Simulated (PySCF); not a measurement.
C$_{2}$HBN$_{2}$O$_{2}$ (SMILES O=C=NBN=C=O), singlet, at a GFN2-xTB geometry. Base run: PySCF with PBE/6-31G, polarisability.

PySCF was given this input:
```python
from pyscf import gto, scf, dft
from pyscf.prop import polarizability

mol = gto.M(
    atom='''
B    -1.06922252   -0.51726151   -0.68138986
H    -1.97971123   -0.95773182   -1.26162247
N    -0.91896835    0.87105087   -0.56583089
C    -0.48415174    1.93983586   -0.27580973
O    -0.13901018    3.01559125   -0.04217830
N    -0.12747686   -1.37729333   -0.10104353
C     0.82378072   -1.77553236    0.49224713
O     1.71565598   -2.25285180    1.04693684
''',
    basis='6-31g',
    verbose=4,
)

mf = dft.RKS(mol)
mf.xc = 'pbe'
mf.kernel()
alpha = mf.Polarizability().polarizability()[2, 2]
print('alpha_zz =', alpha)
```

The base run was repeated with changes; each row names its change, and settings that it needs were set with it.

| change | alpha_zz (bohr³) | basis functions | core-seconds (rough) |
|---|---|---|---|
| base | 28.53 | 65 | 10 |
| finite field (a.u.) = 0.02; conv_tol = 1e-11 | 28.55 | 65 | 10 |
| basis = 6-31G* | 30.65 | 100 | 20 |
| basis = cc-pVDZ | 32.15 | 103 | 20 |
| finite field (a.u.) = 0.05; conv_tol = 1e-11 | 28.67 | 65 | 20 |
| finite field (a.u.) = 2e-4; conv_tol = 1e-6 | 21.97 | 65 | 10 |
| finite field (a.u.) = 0.005; conv_tol = 1e-11 | 28.53 | 65 | 10 |
| finite field (a.u.) = 0.001; conv_tol = 1e-6 | 27.61 | 65 | 10 |
| basis = def2-SVP | 31.52 | 103 | 20 |
| functional = lda,vwn | 28.65 | 65 | 7 |
| functional = pbe0 | 27.76 | 65 | 10 |
| basis = 6-31+G* | 36.80 | 128 | 30 |

Finite-field rows take the second difference of the energy in a field along z; a small field with loose convergence shows SCF noise divided by the square of the field, and a large one adds hyperpolarisability.
